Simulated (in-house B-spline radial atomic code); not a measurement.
**HSE06 excitations of B⁺**

Method: HSE06. Computed with a B-spline radial code for spherical atoms: linear response of the closed shell [He] 2s2 with the functional's adiabatic kernel; non-relativistic, point nucleus, no spin-orbit coupling, no double excitations, S, P, D and F terms only.

Command:
```bash
python run_td.py task.json out
```
Settings (radii: box in bohr, nucleus in fm):
```
Z                        5
electrons                4
configuration            [He] 2s2
hamiltonian              nr
method                   hse06
box_radius               41.61
intervals                50
```

Run time, properties included: 0.1 s on 1 thread of Intel(R) Xeon(R) 6975P-C (Granite Rapids), on a shared host.

The lowest states, in the order of their Tamm-Dancoff energies; the method's threshold (minus the highest occupied level) is 20.377 eV. Labels give the largest channel, * marks a mixed state, and oscillator strengths are full-response dipole values. Measured ¹D terms are left out, since they can mix with doubly excited terms. Semilocal kernels can invert the small singlet-triplet splittings of Rydberg terms. Energies in eV:

| state | full response | Tamm-Dancoff | oscillator strength | measured (J-weighted term) |
| --- | --- | --- | --- | --- |
| 2s → 2p 3P | 3.247 | 3.954 | - | 4.631 |
| 2s → 2p 1P | 8.561 | 9.081 | 0.997 | 9.100 |
| 2s → 3s 3S | 15.070 | 15.083 | - | 16.090 |
| 2s → 3s 1S | ? | ? | - | - |
| 2s → 3p 3P | 16.478 | 16.492 | - | 17.853 |
| 2s → 3p 1P | 16.765 | 16.786 | 0.0774 | 17.866 |
| 2s → 3d 3D | ? | ? | - | ? |
| 2s → 3d 1D | 17.571 | 17.573 | - | - |
| 2s → 4s 3S | 18.548 | 18.550 | - | - |
| 2s → 4s 1S | 18.679 | 18.682 | - | - |
| 2s → 4p 3P | 18.900 | 18.902 | - | - |

(1) Where does 2s → 3d 3D lie?

(2) Where does 2s → 3s 1S lie?

(3) How large is the singlet-triplet splitting of 2s → 2p (P terms) in Tamm-Dancoff?

(4) What polarisabilities and dispersion coefficient does the method give?

Results:

(1) At 17.307 eV in full response, 17.324 eV in Tamm-Dancoff; measured 18.678 eV.

(2) At 15.809 eV in full response, 15.825 eV in Tamm-Dancoff.

(3) 5.13 eV, from the unrounded values.

(4) Dipole 10.79 bohr³, quadrupole 28.62 bohr⁵, C6 29.4 hartree·bohr⁶ for two such species.
